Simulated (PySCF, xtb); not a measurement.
Te(SeH)(SiH3) (H4SeSiTe), SMILES [SiH3][Te][SeH].

GFN2-xTB (xtb) at its own geometry gives an orbital gap of 3.26 eV and a dipole moment of 2.90 D.

Coordinates come from a PBE-D3(BJ)/def2-SVP optimisation. This is a generated structure with no PubChem entry under its InChIKey; it may be hypothetical. The def2 effective core potentials stand for the cores of Te; spin–orbit coupling is left out. One conformer was computed; it need not be the lowest.

Q: What does B3LYP/def2-TZVPD (PySCF) give? (The exact figures need the calculation; the answer reports its results.)

A: gap 3.97 eV (levels -6.45 and -2.48 eV), dipole 0.85 D.
